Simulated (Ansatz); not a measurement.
Four-centre ligand exchange

Start structure (GeAsH₇, singlet), relaxed at PBE0-D4/def2-TZVP:

```xyz
9
angstrom
Ge -1.4381 1.1644 -0.6042
H -1.2552 -0.3282 -0.9174
H -2.6673 1.6887 -1.3618
H -1.6479 1.3486 0.9036
H -0.1916 1.9366 -1.0540
H 0.7982 -2.1478 1.1576
As 1.5753 -0.8720 0.8713
H 2.8393 -1.4259 1.5126
H 1.9873 -1.3645 -0.5077
```

The step: AsH₃ + GeH₄ → GeAsH₅ ([GeH3][AsH2]) + H₂; bonds formed: Ge1–As7, H2–H6; bonds broken: Ge1–H2, H6–As7. Program: Ansatz 0.2.0. Basis: def2-TZVPP and def2-QZVPP. Cores are frozen in the correlated methods. Filled d shells of the heavier atoms are correlated. The def2 sets are not built for correlating such inner shells, so the correlated values are less sure here. Extrapolation: Hartree–Fock as exp(−7.88 √X), correlation as X^−2.97. Energies below are by CCSD(T) at an estimated basis limit (MP2 extrapolated from triple and quadruple zeta, plus CCSD(T) − MP2 in triple zeta).

What are the electronic barrier and the energy of the step, from the start structure to the end structure? (Judge from chemistry; the value comes from the calculation.)

By the calculation: Barrier 2.583 eV; step energy -0.156 eV (downhill); reverse barrier, their difference, 2.739 eV. Barrier and step energy count from the start structure, the reverse barrier from the end structure.

The saddle point: One imaginary mode of 1243i cm⁻¹.
```
   pair  start (Å)  saddle (Å)  end (Å)
Ge1–As7       3.92        2.84     2.43
  H2–H6       3.44        0.99     0.75
 Ge1–H2       1.54        1.86     4.07
 H6–As7       1.52        1.79     3.29
```

Zero-point energy (harmonic, PBE0-D4): ZPE is 1.427 eV at the start and 1.384 eV at the saddle, so the barrier goes from 2.583 to 2.540 eV.

The T1 diagnostic stays at or below 0.012. The end structure is not quite a true minimum (one mode of 29i cm⁻¹).

Labels in which every atom is bracketed show which atoms are joined, not bond orders.

For scale, one of the runs: CCSD(T)/def2-TZVPP, 194 basis functions, launched by `ansatz run in.yaml --threads 4 --pin off --events-out ev --progress --plain --max-ram 9574MiB`. Hardware: 4 CPU threads of an Arm Neoverse V2, shared host. Wall time 52 s; peak host memory 2.2 GiB.
